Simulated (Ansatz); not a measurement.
Frontier orbitals of C2H10OSi2 (`O[SiH2]CC[SiH3]`).

Z-matrix (Å, degrees):
```
Si
C 1 1.874
O 1 1.650 2 113.3
H 1 1.494 2 108.1 3 123.1
H 1 1.484 2 109.5 3 -117.3
C 2 1.534 1 116.3 3 -72.9
H 2 1.096 1 107.9 3 52.1
H 2 1.098 1 106.0 3 164.9
H 3 0.959 1 117.3 2 68.0
Si 6 1.878 2 116.1 1 66.9
H 6 1.096 2 110.5 1 -55.9
H 6 1.097 2 110.3 1 -172.3
H 10 1.487 6 110.3 2 172.7
H 10 1.487 6 111.1 2 51.4
H 10 1.494 6 111.3 2 -68.5
```

Total charge 0; spin multiplicity 1. The structure was optimised at the PBE0-D4/def2-TZVP level. It is one conformer, not always the lowest. Basis def2-TZVPP, Ansatz.

| functional | HOMO (eV) | LUMO (eV) | gap (eV) |
| --- | --- | --- | --- |
| PBE | -6.71 | -0.62 | 6.09 |
| revPBE | -6.66 | -0.48 | 6.18 |
| BLYP | -6.62 | -0.50 | 6.12 |
| PBE0 | -8.07 | 0.23 | 8.30 |
| r2SCAN0 | -8.27 | 0.49 | 8.76 |
| HSE06 (plane-wave form) | -7.67 | -0.14 | 7.53 |
| BHLYP | -9.37 | 1.04 | 10.41 |
| ωB97M-V | -10.33 | 1.84 | 12.17 |

Problem. What is the vertical ionisation energy at frozen-core CCSD(T)/CBS(def2)? (An estimate is asked.)

Solution. The calculation gave: 10.51 eV (T1 of the cation 0.038).

From PBE to PBE0 the HOMO moves by −1.36 eV and the LUMO by +0.85 eV, and with ωB97M-V by −3.62 and +2.46 eV, so the gap grows from 6.09 to 12.17 eV with exact exchange. A positive LUMO is unbound and depends on the basis. −ε(HOMO) differs from that ionisation energy by −3.80 eV with PBE and −0.18 eV with ωB97M-V.
